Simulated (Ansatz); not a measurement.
Cost and result for the atomization energy of CH9NOSi2, SMILES `C[SiH2]N[SiH2]O` (14 atoms, 13 bonds).

| atom | x (Å) | y (Å) | z (Å) |
| --- | --- | --- | --- |
| C1 | 2.018 | -1.191 | -0.009 |
| Si2 | 0.332 | -0.925 | -0.764 |
| N3 | -0.251 | 0.683 | -0.498 |
| Si4 | -1.721 | 1.207 | 0.221 |
| O5 | -1.531 | 1.941 | 1.683 |
| H6 | 2.368 | -2.209 | -0.201 |
| H7 | 1.996 | -1.035 | 1.072 |
| H8 | 2.753 | -0.503 | -0.436 |
| H9 | 0.424 | -1.228 | -2.221 |
| H10 | -0.668 | -1.838 | -0.150 |
| H11 | 0.353 | 1.424 | -0.828 |
| H12 | -2.362 | 2.261 | -0.597 |
| H13 | -2.567 | -0.008 | 0.339 |
| H14 | -1.144 | 1.422 | 2.389 |

Charge 0, multiplicity 1. Geometry: relaxed with PBE0-D4/def2-TZVP. It is one conformer, not always the lowest. Program: Ansatz. All runs use 4 threads of an Arm Neoverse V2 on a shared host. Times are those of one run each, without the atoms' runs, and a repeat can differ threefold. Electronic energies, without spin–orbit coupling; frozen cores. CCSD(T)/CBS adds CCSD(T) − MP2 in def2-TZVPP to the MP2 limit, and its time is that of the two runs behind it. T1 = 0.011. B3LYP takes the VWN-RPA correlation (the form of Gaussian; ORCA's B3LYP/G).

CCSD(T)/CBS is a level of theory with its own doubt, some kJ/mol a heavy atom from the limit and from the frozen cores, so smaller differences don't rank the functionals.

```csv
level,functions,wall time,atomization (kcal/mol),difference from CCSD(T)/CBS,per bond
LDA (SPW92)/def2-TZVPP,303,1.8 s,1334.4,140.5,10.8
BLYP-D4/def2-TZVPP,303,3 s,1183.6,-10.3,-0.8
PBE-D4/def2-TZVPP (with forces),303,3.6 s,1192.5,-1.4,-0.1
PBE0-D4/def2-TZVPP,303,4.6 s,1179.3,-14.6,-1.1
BHLYP-D4/def2-TZVPP,303,4.9 s,1165.8,-28.1,-2.2
CAM-B3LYP-D4/def2-TZVPP,303,5.5 s,1197.3,3.4,0.3
r2SCAN-D4/def2-TZVPP (with forces),303,7 s,1187.3,-6.6,-0.5
B3LYP-D4/def2-TZVPP (with forces),303,7.5 s,1190.4,-3.5,-0.3
B2PLYP/def2-TZVPP,303,8.5 s,1177.2,-16.7,-1.3
CCSD(T)/def2-SVP,123,9.5 s,1105.7,-88.2,-6.8
MP2/def2-QZVPP,581,36 s,1190.1,-3.8,-0.3
CCSD(T)/def2-TZVPP,303,16 min,1160.5,-33.4,-2.6
CCSD(T)/CBS(def2),–,17 min,1193.9,0.0,0.0
```

From BLYP to BHLYP (50 % exact exchange), in def2-TZVPP and without D4, the atomization energy moves by −11.3 kcal/mol: exact exchange takes away binding that semilocal exchange gives to molecules. The D4 term adds +11.2 kcal/mol with B3LYP and +5.9 kcal/mol with PBE0; it sums over pairs of atoms, weighted by their polarisabilities, and B3LYP, whose exchange is more repulsive, gets the larger term. At CCSD(T), def2-SVP lies −88.3 kcal/mol from the extrapolated value and def2-TZVPP −33.4 kcal/mol: correlation converges slowly with the basis, and small sets miss more of it in the bonded molecule than in its fragments.
